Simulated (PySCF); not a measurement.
InF: mean field, correlation and small terms against distance

State: ¹Σ⁺, singlet, closed shell. RHF-based CCSD(T) in PySCF 2.14 with In cc-pwCVDZ-PP with ECP28, F aug-cc-pVDZ and In cc-pwCVTZ-PP with ECP28, F aug-cc-pVTZ (frozen core orbitals: 5; scalar-relativistic core potentials). Correlation energies are extrapolated as n⁻³ (n = 2, 3), Hartree–Fock as (n+1)·exp(−9√n). CV is the change on freezing 4 orbitals instead, in In cc-pwCVTZ-PP with ECP28, F cc-pwCVTZ. All energies in eV from In + F.

```tsv
R (Å)	HF/CBS	CCSD corr.	(T)	CV	total
1.7707	-3.147	-1.734	-0.1659	-0.0099	-5.057
1.8512	-3.528	-1.735	-0.1738	-0.0087	-5.445
1.9317	-3.683	-1.741	-0.1817	-0.0078	-5.614
2.0122	-3.689	-1.750	-0.1893	-0.0072	-5.635
2.0926	-3.598	-1.759	-0.1965	-0.0067	-5.560
2.1932	-3.401	-1.769	-0.2045	-0.0062	-5.380
2.2939	-3.151	-1.778	-0.2114	-0.0060	-5.146
```

A fit to the total gives Re = 1.9855 Å, De = 5.641 eV, ωe = 531.7 cm⁻¹, Be = 0.2623 cm⁻¹ (masses 114.9039 and 18.9984 u).

At R = 2.0122 Å the CCSD correlation energy is -0.506881 hartree in the smaller basis and -0.722121 in the larger. Extrapolate it.

(3³·E3 − 2³·E2)/(3³ − 2³) = -0.81275 hartree; the larger basis holds 88.8 % of it.

The T1 diagnostic is 0.019. The open-shell atoms are computed with UHF. Spin–orbit coupling, excitations beyond (T) and corrections to the Born–Oppenheimer picture are left out, and spin–orbit coupling matters for open p, d or f shells this heavy.
